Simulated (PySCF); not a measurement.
A calculated (r2SCAN, PySCF 2.14, def2-QZVPPD, no relativity, point nucleus) atom or ion has these occupied shells.

```tsv
shell	electrons	orbital energy (eV)	rms radius, mean of both spins (bohr)
1s α	1	-13123.0	0.0506
1s β	1	-13122.9	0.0506
2s α	1	-1695.9	0.210
2s β	1	-1695.9	0.210
2p α	3	-1526.7	0.185
2p β	3	-1526.6	0.185
3s α	1	-235.76	0.601
3s β	1	-235.68	0.601
3p α	3	-175.84	0.614
3p β	3	-175.74	0.614
3d α	5	-69.726	0.654
3d β	5	-69.590	0.654
4s α	1	-20.704	1.84
4s β	1	-19.370	1.84
4p α	3	-8.663	2.27
4p β	2	-7.793	2.27
```

Name the element and its charge.

Br (bromine, neutral), in [Ar] 3d10 4s2 4p5, 2P determinant.
